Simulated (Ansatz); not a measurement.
Born–Oppenheimer molecular dynamics of BrH₅SSi (8 atoms, charge 0, multiplicity 1). It starts at the highest image of a converged band, a first-order saddle point between two minima.

Computed with RKS PBE0-D4/def2-SVP (Ansatz 0.2.0).

```yaml
ensemble: NVE (velocity Verlet)
time_step: 0.5 fs
steps_asked: 200
starting_velocities_drawn_for: 300 K
seed: 4907
```

First frame:

```xyz
8
Properties=species:S:1:pos:R:3
Si -0.556 -0.697 -0.236
S 1.554 0.251 0.560
H -0.273 -1.149 -1.621
H -0.206 -1.874 0.641
H -1.955 -0.415 0.187
H 1.072 1.394 -0.150
Br -0.666 1.820 -1.114
H 1.029 0.671 1.734
```

**Question.** How far do the bonds stretch over the last three quarters of this one trajectory? (Pairs bonded in most of those frames.)

**Answer.** 
| bond | mean (Å) | spread (Å) | shortest | longest |
| --- | --- | --- | --- | --- |
| Si1–H3 | 1.499 | 0.050 | 1.42 | 1.58 |
| Si1–H4 | 1.501 | 0.026 | 1.46 | 1.54 |
| Si1–H5 | 1.498 | 0.016 | 1.47 | 1.53 |
| Si1–Br7 | 2.269 | 0.123 | 2.10 | 2.50 |
| S2–H6 | 1.353 | 0.035 | 1.30 | 1.40 |
| S2–H8 | 1.351 | 0.008 | 1.33 | 1.37 |

Mean temperature of the second half: 1580 K. The conserved energy stayed within 0.14 meV per atom of its start (net change 0.096 meV per atom), so the integration is sound. The system heated up, since it started high on the potential surface and ran downhill. A run of 0.1 ps of so small a system gives no equilibrium averages. The orbitals stay closed-shell, which can raise the energy where a bond breaks towards radicals; this wasn't checked here.

Run time: 3.9 min on 2 threads of Intel(R) Xeon(R) 6975P-C (Granite Rapids), on a shared host, peak memory 0.23 GiB.
